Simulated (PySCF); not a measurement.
## Bonding in `N#CC[Si@@H](S)N([SiH3])[SiH3]`

Compound: C₂H₁₀N₂SSi₃.
Atom-mapped SMILES: `[N:1]#[C:2][CH2:3][Si@@H:4]([SH:5])[N:6]([SiH3:7])[SiH3:8]` (hydrogens: H9, H10 on C3; H11 on Si4; H12 on S5; H13, H14, H15 on Si7; H16, H17, H18 on Si8)

Geometry (GFN2-xTB, Å), atoms numbered from 1 in this order:
```
atom  x, y, z in Å
N1     4.289   -0.277   -0.606
C2     3.170   -0.309   -0.838
C3     1.765   -0.343   -1.089
Si4    0.813    0.410    0.387
S5     0.974    2.542    0.165
N6    -0.855   -0.063    0.338
Si7   -1.794    0.125   -1.134
Si8   -1.549   -0.920    1.697
H9     1.557    0.216   -2.002
H10    1.458   -1.378   -1.241
H11    1.399    0.009    1.659
H12    0.025    2.849    1.035
H13   -1.890   -1.182   -1.789
H14   -3.104    0.631   -0.738
H15   -1.094    1.079   -1.991
H16   -1.163   -2.330    1.615
H17   -2.996   -0.754    1.612
H18   -1.013   -0.300    2.907
```

Bond orders from the PBE0/pcSseg-1 density (PySCF). The structure is a single GFN2-xTB conformer in the gas phase; no vibrational or solvent corrections.

(1) Where do the orders between heavy atoms depart from those drawn in the SMILES?

(2) Give the Mayer order of every bond between heavy atoms, beside its length.

Answers

(1) The largest departure is 0.164, at C3–Si4 (drawn single, 0.836). Drawn single, order below 0.88: C3–Si4 (0.836), N6–Si7 (0.855) and N6–Si8 (0.868).

(2) 
| bond | drawn as | length (Å) | Mayer order |
| --- | --- | --- | --- |
| N1–C2 | triple | 1.144 | 3.046 |
| C2–C3 | single | 1.427 | 1.045 |
| C3–Si4 | single | 1.911 | 0.836 |
| Si4–S5 | single | 2.149 | 1.112 |
| Si4–N6 | single | 1.734 | 0.913 |
| N6–Si7 | single | 1.756 | 0.855 |
| N6–Si8 | single | 1.750 | 0.868 |

Bonds between the same two heavy elements. N–Si: lowest N6–Si7 (0.855, 1.756 Å), highest Si4–N6 (0.913, 1.734 Å).

Problem. And the bonds to hydrogen?

Solution. C–H: 0.91 to 0.92 (2 bonds); H–Si: 0.92 to 0.95 (7 bonds); H–S: 0.93 (1 bond).

Problem. Sum the orders of all bonds at each heavy atom with more than one neighbour and set the sums beside the valence in the SMILES.

Solution. C2 4.091 (drawn 4), C3 3.707 (drawn 4), Si4 3.778 (drawn 4), S5 2.037 (drawn 2), N6 2.636 (drawn 3), Si7 3.669 (drawn 4), Si8 3.683 (drawn 4). Orders between atoms that aren't bonded are not in these sums.

The Mayer order sums products of elements of PS (density times overlap matrix) between the two atoms' basis functions, so it depends on the basis set.

The run behind these numbers computed NMR shieldings as well. Time: 1.8 min wall; peak memory 0.95 GiB. Hardware: an Intel Xeon at 2.50 GHz with one thread, shared host with 64 logical CPUs at a one-minute load of 63.
